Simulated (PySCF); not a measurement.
Compound: C5H10OSi.
Structure used (PBE0-D3(BJ)/def2-SVP), in Å, numbered top down from 1:
```
atom  x, y, z in Å
C1     3.3431   -1.3214   -0.0967
C2     2.0837   -0.8682   -0.0119
C3     1.7305    0.5263    0.1970
C4     0.4796    1.0051    0.2993
C5    -0.7826    0.2006    0.2235
O6    -1.8891    1.0611    0.3168
Si7   -3.4626    0.5207    0.3816
H8     4.1969   -0.6419   -0.0105
H9     3.5614   -2.3801   -0.2541
H10    1.2621   -1.5882   -0.1038
H11    2.5643    1.2320    0.2771
H12    0.3173    2.0754    0.4593
H13   -0.8153   -0.3723   -0.7258
H14   -0.8019   -0.5511    1.0401
H15   -3.8156   -0.2455   -0.8556
H16   -4.3188    1.7302    0.5006
H17   -3.6639   -0.3788    1.5616
```

Computed with PySCF at PBE0/pcSseg-1 and wB97X-D/def2-SVPD, non-relativistic, on one gas-phase PBE0-D3(BJ)/def2-SVP geometry that isn't relaxed in the solvent. The solvent is an IEF-PCM continuum (cavity from Bondi-type radii × 1.2). Specific hydrogen bonds and non-electrostatic terms are outside this model.

Gas phase at PBE0/pcSseg-1: HOMO -6.65 eV, LUMO -0.99 eV, dipole 1.02 D.

What does the continuum do to the energy, the frontier levels and the dipole at PBE0/pcSseg-1 in tetrahydrofuran and water?

```csv
solvent,ε,E(solvent) − E(gas) (kJ/mol),polarisation term (kJ/mol),distortion of the solute (kJ/mol),HOMO (eV),LUMO (eV),dipole (D)
tetrahydrofuran,7.426,-12.35,-13.45,1.10,-6.62,-0.96,1.36
water,78.36,-15.59,-17.42,1.83,-6.62,-0.96,1.48
```

The first energy column is the sum of the next two and covers electrostatics alone. From tetrahydrofuran to water the lowering changes by a factor 1.26, Onsager's factor (ε − 1)/(2ε + 1) by 1.21 and ε itself by 10.6.

Which radius a makes the point-dipole formula ΔE = −[(ε − 1)/(2ε + 1)]·μ²/a³ give the value in water, with the gas-phase dipole?

μ = 0.402 au and |ΔE| = 0.00594 Eh give a = 1.26 Å; the farthest nucleus lies 4.66 Å from the centroid of the nuclei, so such a sphere wouldn't even hold the nuclei. The formula assumes a rigid point dipole at the centre of a sphere.

Give the dipole vector in the frame of the coordinates (D, pointing from negative to positive charge), gas and water.

Gas (0.11, -1.02, -0.04), solvent (0.10, -1.47, -0.07). Its length changes by +44 % and its direction by 2°.

Which Mulliken charges (PBE0/pcSseg-1) respond most in tetrahydrofuran (means over atoms taken as equivalent)?

```json
{"atoms": "C3", "environment": "alkene CH carbon", "gas (e)": "-0.113", "solvent (e)": "-0.132", "change": "-0.019"}
{"atoms": "C2", "environment": "alkene CH carbon", "gas (e)": "-0.207", "solvent (e)": "-0.225", "change": "-0.018"}
{"atoms": "O6", "environment": "silyl ether oxygen", "gas (e)": "-0.658", "solvent (e)": "-0.675", "change": "-0.017"}
{"atoms": "C1", "environment": "terminal =CH2 carbon", "gas (e)": "-0.150", "solvent (e)": "-0.167", "change": "-0.017"}
{"atoms": "H10", "environment": "vinylic hydrogen", "gas (e)": "+0.108", "solvent (e)": "+0.125", "change": "+0.017"}
{"atoms": "C4", "environment": "alkene CH carbon", "gas (e)": "-0.199", "solvent (e)": "-0.214", "change": "-0.015"}
{"atoms": "H13/H14", "environment": "methylene hydrogen", "gas (e)": "+0.131", "solvent (e)": "+0.144", "change": "+0.013"}
{"atoms": "H9", "environment": "vinylic hydrogen", "gas (e)": "+0.122", "solvent (e)": "+0.134", "change": "+0.012"}
{"atoms": "H8", "environment": "vinylic hydrogen", "gas (e)": "+0.120", "solvent (e)": "+0.131", "change": "+0.011"}
{"atoms": "H11", "environment": "vinylic hydrogen", "gas (e)": "+0.103", "solvent (e)": "+0.114", "change": "+0.011"}
{"atoms": "Si7", "environment": "oxygen-bound silicon", "gas (e)": "+0.684", "solvent (e)": "+0.692", "change": "+0.008"}
{"atoms": "C5", "environment": "sp3 carbon bound to oxygen", "gas (e)": "+0.143", "solvent (e)": "+0.146", "change": "+0.003"}
```

Which Mayer bond orders change most in tetrahydrofuran?

```tsv
bond	length (Å)	gas	solvent	change
C5–O6	1.405	0.872	0.860	-0.012
O6–Si7	1.665	0.948	0.943	-0.005
C1–C2	1.341	1.903	1.899	-0.004
C4–C5	1.499	1.030	1.026	-0.004
C3–C4	1.343	1.842	1.845	+0.003
C2–C3	1.454	1.095	1.093	-0.002
C1–H8	1.095	0.957	0.955	-0.002
C1–H9	1.092	0.947	0.945	-0.002
```

How do the nuclear quadrupole coupling constants eQVzz/h respond in tetrahydrofuran?

| nucleus | Q (barn) | gas (MHz) | solvent (MHz) | η gas | η solvent |
| --- | --- | --- | --- | --- | --- |
| 17O at O6 | -0.0256 | -10.48 | -10.37 | 0.52 | 0.52 |

Gas phase at wB97X-D/def2-SVPD: HOMO -8.41 eV, LUMO 0.71 eV, dipole 0.94 D.

What does the continuum do to the energy, the frontier levels and the dipole at wB97X-D/def2-SVPD in tetrahydrofuran?

| solvent | ε | E(solvent) − E(gas) (kJ/mol) | polarisation term (kJ/mol) | distortion of the solute (kJ/mol) | HOMO (eV) | LUMO (eV) | dipole (D) |
| --- | --- | --- | --- | --- | --- | --- | --- |
| tetrahydrofuran | 7.426 | -11.54 | -12.77 | 1.23 | -8.38 | 0.75 | 1.30 |

How does the static polarisability (wB97X-D/def2-SVPD, frozen core, with the continuum's full static response) change?

| medium | isotropic (au) | principal values (au) | ⟨r²⟩ of the electrons (bohr²) |
| --- | --- | --- | --- |
| gas | 99.6 | 69.9, 82.8, 146.3 | 1713.4 |
| tetrahydrofuran | 126.6 | 91.4, 106.4, 182.0 | 1712.8 |

The isotropic value in tetrahydrofuran is 1.27 times the gas-phase one; no cavity-field correction is applied. ⟨r²⟩ is taken about the centre of nuclear charge.

Note: wB97X-D ran without an empirical dispersion term, which enters the total energy and its gradient alone.
